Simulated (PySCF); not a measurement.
## C₆ coefficients of unlike pairs at UHF

Calculated with PySCF 2.14 from the dipole response of each species, C₆(A,B) = (3/π) ∫ α_A(iu) α_B(iu) du, in atomic units, from isotropic polarisabilities. For ions this is the dispersion term alone; charge-induced terms of lower order in 1/R come first.

```tsv
species	configuration	basis	relativity	α (bohr³)	C₆ (like pair)
Cu	[Ar] 3d10 4s1 (2S)	def2-TZVPPD (6s6p4d2f1g)	none	76.50	531.0
Be²⁺	1s2 (1S)	dyall-av3z (15s9p4d2f)	spin-free X2C	0.05182	0.01108
Tc	[Kr] 4d5 5s2 (6S)	x2c-TZVPPall with one added diffuse shell each of s, p, d, f type (9s7p7d3f1g)	spin-free X2C	135.2	1554
Mo³⁺	[Kr] 4d3 (4F)	aug-cc-pVDZ-PP with ECP28MDF (5s5p4d2f)	core potential	5.422	23.80
```

Question: Estimate C₆ for Tc with Be²⁺.

Answer: The integral gives 1.627. The combination rule 2 C_A C_B / (C_A α_B/α_A + C_B α_A/α_B) gives 1.167 and the geometric mean 4.149.

No spin-orbit coupling is included.

The other pairs:

```tsv
pair	C₆
Be²⁺, Cu	0.8819
Tc, Cu	904.2
Mo³⁺, Tc	135.6
Mo³⁺, Cu	73.66
Mo³⁺, Be²⁺	0.4037
```
